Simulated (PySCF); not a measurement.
**Radial density of N⁺ (nitrogen, charge +1)**

UHF, [He] 2s2 2p2, high-spin 3P determinant. Computed with PySCF 2.14 in aug-cc-pVTZ, with no relativity, point nucleus.

```json
{"r (bohr)": "0.00424", "4πr²ρ (e/bohr)": "0.04397", "4πr²(ρα − ρβ)": "0.0000"}
{"r (bohr)": "0.00713", "4πr²ρ (e/bohr)": "0.1200", "4πr²(ρα − ρβ)": "0.0000"}
{"r (bohr)": "0.0120", "4πr²ρ (e/bohr)": "0.3161", "4πr²(ρα − ρβ)": "0.0001"}
{"r (bohr)": "0.0202", "4πr²ρ (e/bohr)": "0.7992", "4πr²(ρα − ρβ)": "0.0002"}
{"r (bohr)": "0.0339", "4πr²ρ (e/bohr)": "1.865", "4πr²(ρα − ρβ)": "0.0008"}
{"r (bohr)": "0.0571", "4πr²ρ (e/bohr)": "3.834", "4πr²(ρα − ρβ)": "0.0033"}
{"r (bohr)": "0.0960", "4πr²ρ (e/bohr)": "6.344", "4πr²(ρα − ρβ)": "0.0143"}
{"r (bohr)": "0.161", "4πr²ρ (e/bohr)": "7.371", "4πr²(ρα − ρβ)": "0.0656"}
{"r (bohr)": "0.272", "4πr²ρ (e/bohr)": "4.905", "4πr²(ρα − ρβ)": "0.2574"}
{"r (bohr)": "0.457", "4πr²ρ (e/bohr)": "2.223", "4πr²(ρα − ρβ)": "0.7981"}
{"r (bohr)": "0.768", "4πr²ρ (e/bohr)": "2.911", "4πr²(ρα − ρβ)": "1.4706"}
{"r (bohr)": "1.29", "4πr²ρ (e/bohr)": "2.618", "4πr²(ρα − ρβ)": "1.2155"}
{"r (bohr)": "2.17", "4πr²ρ (e/bohr)": "0.6321", "4πr²(ρα − ρβ)": "0.2997"}
{"r (bohr)": "3.66", "4πr²ρ (e/bohr)": "0.02580", "4πr²(ρα − ρβ)": "0.0139"}
```
